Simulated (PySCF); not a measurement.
## From computed data to an observable: entropy of an ideal gas

LiCl, SMILES [Li][Cl].

Geometry optimised at PBE0-D3(BJ)/def2-TZVPD.

PySCF with PBE0-D3(BJ)/def2-TZVPD gives the harmonic wavenumbers 647 cm⁻¹ and the rotational temperature 1.0242 K. The molar mass is 42.39 g/mol, the symmetry number 1, the spin multiplicity 1.

Work out the entropy at 298.15 K and 1 atm in the rigid-rotor, harmonic-oscillator model.


Translation (Sackur–Tetrode at 1 atm): S = R[1.5 ln M + 2.5 ln T − 1.16487] = 155.5 J/(mol K).
Rotation: q = T/(σ θ) = 291, S = R[ln q + 1] = 55.5 J/(mol K).
Vibration: with u = 1.4388 ν/T, each mode gives R[u/(e^u − 1) − ln(1 − e^−u)]:
```json
[
 {"ν (cm⁻¹)": "647", "modes": "1", "u": "3.12", "S (J/(mol K))": "1.57"}
]
```
These are all the modes. Sum 1.6 J/(mol K).
Spin: R ln 1 = 0.0 J/(mol K).
Total 212.5 J/(mol K); the program's own thermochemistry gives 212.5. Translation makes up 73 % and vibration 1 %. Anharmonicity, hindered rotation and orbital degeneracy are left out.
